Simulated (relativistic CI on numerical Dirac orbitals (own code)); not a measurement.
## Fe3+ in a cubic cluster: 1s photoemission with charge transfer

Computed with a charge-transfer multiplet model of a cubic metal-ligand cluster with up to 3 ligand holes, Slater and spin-orbit integrals from Dirac-Coulomb-Breit ions, Slater integrals scaled by 0.8. The ground state mixes d5 with configurations of k ligand holes L, whose averages lie at kΔ + k(k − 1)U_dd/2; a core hole lowers each added d electron by U_cd. 20 K, Lorentzian 1.1 eV and Gaussian 0.6 eV FWHM.

Atomic integrals in eV (Slater integrals scaled, ζ unscaled), ground: F2dd 9.587, F4dd 5.993, zeta_d 0.056; with the core hole: F2dd 10.923, F4dd 6.860, zeta_d 0.082, G2cd 0.060.

Cluster parameters (eV): U_dd = 7.1, U_cd = 8.9, 10Dq = 0.4, 10Dq(ligand) = 0.5, V(eg) = 1.9, V(t2g) = -0.88, final-state hopping factor = 1.

```csv
Case,n_d,d5,d6L,d7L2,d8L3,S
Δ = -0.8 eV,5.52,0.52,0.44,0.04,0.00,2.50
Δ = 0.2 eV,5.42,0.61,0.36,0.03,0.00,2.50
Δ = 2.2 eV,5.25,0.76,0.23,0.01,0.00,2.50
```

Weights, n_d and S are thermal averages at 20 K. Binding energies count from the first peak over 30 % of the highest in each spectrum, which can be another peak from case to case. The parameters are a model scan and need not match a compound or its usual spin state. Peaks in eV (height, largest 100):
- Δ = -0.8 eV: 0.0 (100), 6.4 (69), 13.2 (32)
- Δ = 0.2 eV: 0.0 (100), 6.3 (58), 11.8 (45)
- Δ = 2.2 eV: 0.0 (100), 6.0 (60), 10.1 (36)

Curve for Δ = -0.8 eV (points under 2 left out, the grid thinned):

(E (eV), Intensity): (-3.8, 2.8), (-3.3, 3.6), (-2.9, 4.6), (-2.4, 6.5), (-2.0, 9.0), (-1.5, 15.1), (-1.0, 29.8), (-0.6, 56.1), (-0.1, 97.2), (0.4, 80.8), (0.8, 46.9), (1.3, 26.6), (1.7, 21.7), (2.2, 16.2), (2.7, 11.0), (3.1, 9.3), (3.6, 8.9), (4.0, 9.9), (4.5, 14.2), (5.0, 22.8), (5.4, 30.1), (5.9, 47.7), (6.4, 68.7), (6.8, 57.5), (7.3, 30.1), (7.7, 17.2), (8.2, 9.8), (8.7, 6.7), (9.1, 5.5), (9.6, 4.9), (10.0, 5.2), (10.5, 6.6), (11.0, 8.6), (11.4, 9.8), (11.9, 12.0), (12.3, 16.9), (12.8, 26.7), (13.3, 31.6), (13.7, 28.7), (14.2, 20.9), (14.7, 10.9), (15.1, 6.4), (15.6, 3.9), (16.0, 2.8), (16.5, 2.1)

For the case Δ = 0.2 eV, Δ = 0.2 eV is smaller than U_dd = 7.1 eV, the charge-transfer side of the Zaanen-Sawatzky-Allen scheme. With the core hole the configuration with one ligand hole lies at Δ − U_cd = -9.7, -8.7, -6.7 eV from the one without, in the order of the table; where this is negative the screened configuration lies lower.
